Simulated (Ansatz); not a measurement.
Molecule: C5H11S (charge 0, doublet). It need not be the lowest isomer of its formula. 
Geometry from a B3LYP-D3(BJ)/def2-TZVP (Ansatz, an electronic-structure program) optimisation:
```
C
H 1 1.0960
H 1 1.0960 2 106.04
C 1 1.5269 2 109.23 3 -117.59
H 4 1.0947 1 109.12 2 -64.46
H 4 1.0947 5 106.10 1 117.45
C 4 1.5258 5 109.61 6 118.27
H 7 1.0914 4 111.47 5 -58.03
H 7 1.0927 8 107.74 4 122.11
H 7 1.0927 8 107.74 9 115.78
C 1 1.5273 2 109.45 3 117.96
H 11 1.0933 1 109.90 2 -179.61
H 11 1.0933 12 106.26 1 118.85
C 11 1.5236 12 109.04 13 117.39
H 14 1.0961 11 111.25 12 63.80
H 14 1.0961 15 105.06 11 -120.49
S 14 1.8015 15 106.38 16 -112.55
```
Charge 0, spin multiplicity 2.

Total electronic energies in hartree. Correlated levels leave the core frozen unless marked. UHF or UKS for open shells. No spin-orbit coupling. No relativistic terms. Basis-set limits of correlation are two-point, X^-3; Hartree-Fock from the larger set. [CCSD(T)-MP2]/basis is that difference in the basis named.

```
level                                                                 program  energy (Eh)
-------------------------------------------------------------  --------------  -----------
HF/cc-pV(T+d)Z                                                         Ansatz   -593.34586
HF/cc-pVTZ                                                             Ansatz   -593.34467
BLYP-D4/def2-TZVPD                                             Ansatz + dftd4   -595.29511
revPBE-D3(BJ)/def2-TZVPD                                       Ansatz + dftd3   -595.29195
revPBE-D4/def2-TZVPD                                           Ansatz + dftd4   -595.29855
PBE0/STO-3G                                                            Ansatz   -588.21223
PBE0-D3(BJ)/def2-TZVP                                          Ansatz + dftd3   -595.02035
PBE0-D4/def2-TZVPD                                             Ansatz + dftd4   -595.02035
PBE0/def2-TZVP                                                         Ansatz   -595.00860
r2SCANh/def2-TZVPD                                                     Ansatz   -595.23251
r2SCAN0/def2-TZVPD                                                     Ansatz   -595.22362
B2GP-PLYP-D4/def2-TZVPD                                        Ansatz + dftd4   -594.98569
PBE-QIDH/def2-TZVPD                                                    Ansatz   -594.88970
RPA@PBE/cc-pV(Q+d)Z                                                    Ansatz   -595.17896
MP2/STO-3G                                                             Ansatz   -586.88821
MP2/6-31G*                                                             Ansatz   -593.99596
RI-MP2/CBS(cc-pV(T+d)Z,cc-pV(Q+d)Z)                                    Ansatz    -594.5002
SCS-MP2/cc-pV(T+d)Z                                                    Ansatz   -594.37540
CCSD/cc-pV(D+d)Z                                                       Ansatz   -594.19198
CCSD(T)/cc-pV(D+d)Z                                                    Ansatz   -594.21927
CCSD(T)/cc-pV(T+d)Z                                                    Ansatz   -594.48837
CCSD(T) with core electrons (1s frozen past Ne)/cc-pwCVTZ              Ansatz   -595.01148
RI-MP2/CBS(cc-pV(T+d)Z,cc-pV(Q+d)Z)+[CCSD(T)-MP2]/cc-pV(T+d)Z          Ansatz    -594.6196
```

Totals of different functionals don't rank their quality; only differences between species are comparable.
